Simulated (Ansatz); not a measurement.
Consider the formal exchange of groups at the Al–Si bond: `O[SiH2][AlH2]` + `CCSCN` → `NC[S][AlH2]` + `CC[SiH2]O`.

Computed with Ansatz on PBE0-D4/def2-TZVP structures; ΔE is electronic, products minus reactants. CBS: MP2 limit from def2 TZ/QZ plus the TZ coupled-cluster correction, frozen cores. DFT in def2-TZVPP. B3LYP here is the variant with VWN-RPA as its local correlation; programs differ in this. One conformer a species, not always the lowest.

| level | ΔE (kJ/mol) | difference from CCSD(T)/CBS |
| --- | --- | --- |
| PBE-D4 | -142.8 | 11.8 |
| r2SCAN-D4 | -157.2 | -2.6 |
| PBE0-D4 | -146.7 | 7.9 |
| B3LYP-D4 | -152.0 | 2.6 |
| ωB97X-V | -148.8 | 5.8 |
| ωB97M-V | -159.2 | -4.6 |
| B2PLYP | -156.3 | -1.7 |
| PBE | -143.1 | 11.5 |
| r2SCAN | -157.5 | -2.9 |
| PBE0 | -147.0 | 7.6 |
| B3LYP | -152.3 | 2.3 |
| HF/def2-TZVPP | -157.7 | -3.1 |
| MP2/def2-TZVPP | -162.0 | -7.4 |
| SCS-MP2/def2-TZVPP | -157.8 | -3.2 |
| CCSD/def2-TZVPP | -153.2 | 1.4 |
| CCSD(T)/def2-TZVPP | -153.2 | 1.4 |
| HF/def2-QZVPP | -157.8 | -3.2 |
| MP2/def2-QZVPP | -162.9 | -8.3 |
| SCS-MP2/def2-QZVPP | -158.9 | -4.3 |
| HF/CBS(def2) | -157.8 | -3.2 |
| MP2/CBS(def2) | -163.5 | -8.9 |
| CCSD/CBS(def2) | -154.7 | -0.1 |
| CCSD(T)/CBS | -154.6 | 0 |

Largest T1 diagnostic among the species: 0.012.

From PBE to PBE0 (25 % exact exchange), in def2-TZVPP and without D4, ΔE moves by −3.9 kJ/mol.
